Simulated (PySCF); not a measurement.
Species: `F[Si@H](N[SiH3])C1(N[SiH3])CC1`. The columns A, B, C and D hold Mulliken, IAO, Hirshfeld and ESP-fitted charges (e) of one PBE0/pcSseg-1 density (PySCF), in a shuffled order. Coordinates in Å (GFN2-xTB); the density's dipole moment is (0.21, -0.05, -2.26) D.

| atom | x | y | z | A | B | C | D |
| --- | --- | --- | --- | --- | --- | --- | --- |
| F1 | 0.298 | -0.523 | 2.089 | -0.214 | -0.546 | -0.429 | -0.338 |
| Si2 | 0.814 | -0.722 | 0.566 | +0.439 | +1.262 | +1.192 | +0.928 |
| N3 | 1.744 | 0.639 | 0.091 | -0.331 | -0.940 | -0.847 | -0.902 |
| Si4 | 3.069 | 1.373 | 0.940 | +0.359 | +0.758 | +0.633 | +0.503 |
| C5 | -0.684 | -0.855 | -0.573 | -0.046 | -0.190 | -0.389 | -0.124 |
| N6 | -0.998 | 0.277 | -1.402 | -0.229 | -0.669 | -0.645 | -0.496 |
| Si7 | -1.766 | 1.711 | -0.853 | +0.344 | +0.741 | +0.604 | +0.422 |
| C8 | -1.020 | -2.201 | -1.166 | -0.092 | -0.287 | -0.153 | -0.303 |
| C9 | -1.862 | -1.645 | -0.068 | -0.087 | -0.283 | -0.155 | -0.252 |
| H10 | 1.623 | -1.928 | 0.654 | -0.083 | -0.166 | -0.144 | -0.152 |
| H11 | 1.347 | 1.198 | -0.646 | +0.106 | +0.269 | +0.225 | +0.394 |
| H12 | 3.909 | 0.277 | 1.415 | -0.075 | -0.131 | -0.103 | -0.079 |
| H13 | 3.742 | 2.200 | -0.063 | -0.079 | -0.130 | -0.114 | -0.100 |
| H14 | 2.612 | 2.197 | 2.062 | -0.081 | -0.143 | -0.094 | -0.092 |
| H15 | -0.422 | 0.314 | -2.229 | +0.115 | +0.259 | +0.199 | +0.289 |
| H16 | -1.033 | 2.437 | 0.197 | -0.086 | -0.154 | -0.103 | -0.089 |
| H17 | -1.842 | 2.528 | -2.065 | -0.080 | -0.128 | -0.113 | -0.106 |
| H18 | -3.090 | 1.357 | -0.338 | -0.079 | -0.136 | -0.103 | -0.083 |
| H19 | -0.371 | -3.038 | -0.956 | +0.047 | +0.147 | +0.130 | +0.128 |
| H20 | -1.440 | -2.209 | -2.161 | +0.049 | +0.156 | +0.128 | +0.156 |
| H21 | -1.797 | -2.086 | 0.915 | +0.050 | +0.153 | +0.139 | +0.134 |
| H22 | -2.845 | -1.281 | -0.325 | +0.051 | +0.160 | +0.142 | +0.162 |

Question: Which column most likely holds the ESP-fitted charges?

Answer: D. Σ q r misses the density's dipole by 0.02 D (D), 0.74 D (A), 1.17 D (B), 2.73 D (C). Charges fitted to the outside potential are the only set here that is tied to the molecule's multipoles.

Question: And the Hirshfeld charges?

Answer: A. The mean sizes are 0.142 e (A), 0.283 e (D), 0.308 e (C), 0.355 e (B), and Hirshfeld charges are commonly the smallest of these schemes.

As computed, A = Hirshfeld, B = IAO, C = Mulliken, D = ESP-fitted. Hydrogens on carbon: Hirshfeld +0.05 to +0.05, IAO +0.15 to +0.16, Mulliken +0.13 to +0.14, ESP-fitted +0.13 to +0.16 e.

The IAO scheme counts the electrons in orthogonalised intrinsic atomic orbitals, a minimal basis polarised so that it spans the occupied orbitals exactly. The ESP scheme is a least-squares fit of atom-centred charges to the potential on four shells outside the van der Waals surface, with the total charge fixed.

The structure is a single GFN2-xTB conformer in the gas phase; no vibrational or solvent corrections.

These values come from a run that also computed NMR shieldings. Hardware: Arm Neoverse N1, one thread, shared host. Cost: 93 s, 1.1 GiB resident at most.

The values belong to the conformer `[F:1][Si@H:2]([NH:3][SiH3:4])[C:5]1([NH:6][SiH3:7])[CH2:8][CH2:9]1`: F1–Si2–N3–Si4 50°, F1–Si2–C5–N6 106°, Si2–C5–N6–Si7 -77°.
